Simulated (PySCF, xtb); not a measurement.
HgI2, SMILES [Hg]([I])[I].

Harmonic wavenumbers (cm⁻¹) from GFN2-xTB run with xtb at its own minimum, in rising order: 35, 35, 136, 215.

What does PySCF with PBE0-D3(BJ)/def2-SVP give at its own minimum? (The exact figures need the calculation; the answer reports its results.)

51, 51, 153, 229. Paired by order, the mean absolute difference is 16 cm⁻¹ and the zero-point energies are 0.6 and 0.7 kcal/mol.
